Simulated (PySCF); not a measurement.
# Extrapolating along a basis family

System: water (H$_{2}$O), singlet, geometry from GFN2-xTB. Level: PySCF with DF-R2SCAN/cc-pVDZ. Sums are taken with unrounded values, so a last digit can differ.

Input for PySCF:
```python
from pyscf import gto, scf, dft

mol = gto.M(
    atom='''
O     0.009570    0.002064    0.113389
H    -0.055794    0.763622   -0.466128
H    -0.020764   -0.780134   -0.440983
''',
    basis='cc-pvdz',
    charge=0,
    spin=0,
    verbose=5,
)

mf = dft.RKS(mol)
mf.xc = 'r2scan'
mf = mf.density_fit(auxbasis='def2-universal-jkfit')
mf.kernel()
```

The same job in three bases:

```json
[
 {"basis": "cc-pVDZ", "X": "2", "SCF energy (Eh)": "-76.380990"},
 {"basis": "cc-pVTZ", "X": "3", "SCF energy (Eh)": "-76.417171"},
 {"basis": "cc-pVQZ", "X": "4", "SCF energy (Eh)": "-76.425810"}
]
```

Question: Estimate the basis-set limit.

Answer: For E(X) = E∞ + A exp(-bX) three points give E∞ = E3 - (E3 - E2)²/(E1 + E3 - 2 E2) = -76.425810 - (-0.008639)²/(0.027542) = -76.42852 Eh, so the largest basis still lies 2.7 mEh above this estimate. The second step gains 0.24 of the first. The exponential form is used since the steps shrink steadily here. These limits are estimates from the fitted forms, not computed values.
